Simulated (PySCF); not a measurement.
Computed shifts of a molecule C2H8BN, B3LYP/pcSseg-1 (PySCF), GIAO, gas phase, atoms alike by connectivity averaged where their shifts nearly agree, in ppm (number of nuclei): ¹³C: 8.2 (2). ¹H: 3.84 (2), 0.59 (6). ¹⁵N: 113.6 (1). References: ¹¹B against BF3 (σ = 86.3 ppm); ¹³C against TMS (σ = 181.3 ppm); ¹H against TMS (σ = 31.68 ppm); ¹⁵N against NH3 (σ = 265.5 ppm), references at their B3LYP-D3(BJ)/def2-TZVP geometries, non-relativistic. The structure is a stationary point at TPSSh-D3(BJ)/def2-SVP. Other conformers were not sampled.

Task: Identify the compound among the candidates.
(A) BN(C)C
(B) CB(C)N
(C) CCBN
(D) CBNC

Result: B, CB(C)N
